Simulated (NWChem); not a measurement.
SiH3SeF; SMILES F[Se][SiH3]

```xyz
6

Se    -0.4306     0.5621     0.0000
F      1.2606     1.1738     0.0000
Si     0.1776    -1.6637     0.0000
H      0.9658    -1.9981     1.2115
H      0.9658    -1.9981    -1.2115
H     -1.1219    -2.3882     0.0000
```
Atoms are numbered in this order, from 1.

Results from NWChem. Coordinates come from a B3LYP/6-31G* (spherical d) optimisation. Vertical excitations in the gas phase.

Question: What does the run give for BHandHLYP/def2-SVPD, full TDDFT? Quantities: lowest excitation, singlet (eV); oscillator strength of that lowest state; orbital gap (eV).

Answer: The lowest excitation, singlet (eV) comes out as 3.04. The oscillator strength of that lowest state is 0.000 and the orbital gap (eV) comes out as 6.82.
